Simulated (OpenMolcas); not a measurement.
## Cu VI: from RASSCF to RASPT2

* Program: OpenMolcas
* Basis: ANO-R2 [6s4p4d2f1g]
* Scalar Hamiltonian: X2C, finite nucleus
* Active space: 12 electrons in 8 orbitals (RAS1 3p, at most 2 holes; RAS2 3d)
* State averaging: 2S+1 = 5 even, 5 roots; 2S+1 = 3 even, 45 roots; 2S+1 = 1 even, 44 roots
* Spin-orbit coupling: RASSI with atomic mean-field integrals over the reference wave functions, term energies averaged over their components

Methods on the same reference wave functions:
A. RASSCF
B. SS-RASPT2, IPEA 0.25 Eh, imaginary shift 0.1 Eh (closed shells correlated: 3s)
C. MS-RASPT2, IPEA 0.25 Eh, imaginary shift 0.1 Eh (closed shells correlated: 3s)

Energies in cm-1 above 3d6 5D4, the measured ground level; measured values from Sugar and Musgrove, J. Phys. Chem. Ref. Data 19, 527 (1990).

| Level | A | B | C | Measured |
| --- | --- | --- | --- | --- |
| 3d6 5D4 | 0.0 | 0.0 | 0.0 | 0.0 |
| 3d6 5D3 | 1135 | 1139 | 1138 | 1196 |
| 3d6 5D2 | 1896 | 1899 | 1900 | 1987 |
| 3d6 5D1 | 2380 | 2380 | 2380 | 2490 |
| 3d6 5D0 | 2615 | 2620 | 2620 | 2733 |
| 3d6 3P2(1) | 31374 | 30200 | 30120 | 29285 |
| 3d6 3P1(1) | 34727 | 33560 | 33450 | 32685 |
| 3d6 3H6 | 35029 | 30890 | 30890 | 30418 |
| 3d6 3H5 | 35502 | 31390 | 31390 | 31009 |
| 3d6 3P0(1) | 35880 | 34770 | 34660 | 33868 |
| 3d6 3F3(1) | 36344 | 34010 | 33980 | 33296 |
| 3d6 3F2(1) | 36792 | 34510 | 34420 | 33740 |
| 3d6 3G5 | 41864 | 38080 | 38080 | 37378 |
| 3d6 3G4 | 42838 | 39130 | 39120 | 38469 |
| 3d6 3G3 | 43211 | 39500 | 39490 | 38907 |
| 3d6 1G4(1) | 50616 | 48750 | 48700 | 47612 |
| 3d6 3D2 | 51126 | 47800 | 47800 | 46714 |
| 3d6 3D1 | 51139 | 47830 | 47830 | 46848 |
| 3d6 3D3 | 51500 | 48180 | 48170 | 47119 |
| 3d6 1I6 | 52865 | 47150 | 47150 | 46406 |
| 3d6 1S0 | 54297 | 55080 | 55040 | 53787 |
| 3d6 1D2 | 61182 | 56830 | 56830 | 54747 |
| 3d6 1F3 | 72394 | 66560 | 66560 | 64968 |
| 3d6 3P0(2) | 81671 | 76530 | 76680 | 74712 |

Deviations, from unrounded energies. A percentage is the sum of absolute deviations over the sum of measured energies, with the sign that they share, or ± where signs differ.

| Against measurement | Levels | A | B | C |
| --- | --- | --- | --- | --- |
| mean absolute deviation (cm-1) | 23 | 3400 | 830 | 820 |
| fine structure of the ground term (%) | 4 | -4.5 | -4.4 | -4.4 |
| other terms of the ground configuration (%) | 19 | +9.5 | +2.3 | +2.2 |

B, C lie about equally close to measurement and A furthest from it. The largest miss of C in the table is 3d6 1D2, by +2100 cm-1. The ranking rests on the paired levels alone, and a cruder setting can come out closer through cancelling errors.

Between B and C the level of the table that moves most is 3d6 3P0(2), by 150 cm-1 (lowest in B, highest in C). Moves below CASPT2's spread within the term are not significant.

The mean deviations of B to C differ by less than CASPT2's widest spread within a term (1200 cm-1), so their order carries little weight.

From A to B the spin-free energies of the other terms of 3d6 shown, above 5D, scale by factors of 0.88 to 1.02.

The lowest spin-free term lies below A's lowest term by 0.433 hartree in B, 0.433 hartree in C.

CASPT2 does not keep the components of a term degenerate, so their means are used; among the terms shown or strongly mixed into the levels shown the widest spread is 1200 cm-1 (3d6 1I, C). Active for correlation alone: 3p; no level in the range computed is led by a configuration that opens it, so any true level of that kind is missing. Without dynamic correlation excited terms often stand tens of per cent too high (terms of higher spin than the ground term too low), and those without a measured partner can miss by more than the paired ones (holds for A). The CASPT2 spread within a term exceeds the gap to the next term for 3d6 3H and 3d6 3P(1), 3d6 1I and 3d6 3D, 3d6 3D and 3d6 1G(1), so the order of their levels is uncertain (holds for C). Measured partners are found by configuration, term and J. A level has none where our copy of the source lacks it or the pairing is in doubt (some pairs that miss far off the trend of their configuration count as doubtful), and it then counts in no deviation. Only configurations of the active space appear. The table leaves out levels that lie high or whose names do not pair safely across all columns.

A number in round brackets counts repeated terms of one configuration in the order of the reference energies.
